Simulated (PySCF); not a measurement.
GeH4O, singlet: at the end structure of a reaction step.

run.py

```python
import json, numpy as np
from pyscf import gto, scf, dft, mp, cc
EV, BOHR = 27.211386245988, 0.529177210903
mol = gto.M(atom="""
Ge -0.068029 0.774822 -1.099118
O -0.507747 -0.886782 0.319437
H -0.046328 -0.672269 1.136955
H -0.636094 1.719077 0.053063
H 1.394835 0.793293 -0.438743
H -0.123358 -1.705001 -0.011007
""", basis="def2-tzvpp", charge=0, spin=0, max_memory=7225, verbose=0)
def mean_field(mol, dm=None):
    mf = dft.RKS(mol, xc="r2scan").density_fit()
    mf.conv_tol = 1e-9; mf.grids.level = 4
    mf.kernel(dm0=dm)
    if not mf.converged: mf = mf.newton().run(mf.mo_coeff, mf.mo_occ)
    assert mf.converged
    return mf
def d4(mol):
    from pyscf.dispersion.dftd4 import DFTD4Dispersion
    real = gto.M(atom=[(mol.atom_pure_symbol(i), mol.atom_coord(i)) for i in range(6)], unit='B', charge=mol.charge, spin=None, basis='def2-svp', verbose=0)
    r = DFTD4Dispersion(real, xc="r2scan", atm=True).get_dispersion(grad=True); return r["energy"], r["gradient"]
def energy_and_gradient(mol, dm=None):
    mf = mean_field(mol, dm); e, g = d4(mol)
    return mf, (mf.e_tot + e) * EV, (mf.nuc_grad_method().kernel()[:6] + g) * EV / BOHR
out = {}
mf = mean_field(mol); e = d4(mol)[0]
out.update(energy=(mf.e_tot + e) * EV, converged=True, dispersion=e * EV)
out['s2'] = mf.spin_square()[0]; out['nelec'] = mol.nelec
print(f"Total energy {out['energy']:.6f} eV, <S^2> {out['s2']:.4f}")
json.dump(out, open("out.json", "w"), default=float)
```

Command:

```bash
OMP_NUM_THREADS=4 python run.py
```

It printed (PySCF 2.14):

```
Total energy -58629.079346 eV, <S^2> 0.0000
```

The run took about 9.4 s on 4 CPU threads of an Arm Neoverse V2 (shared host).
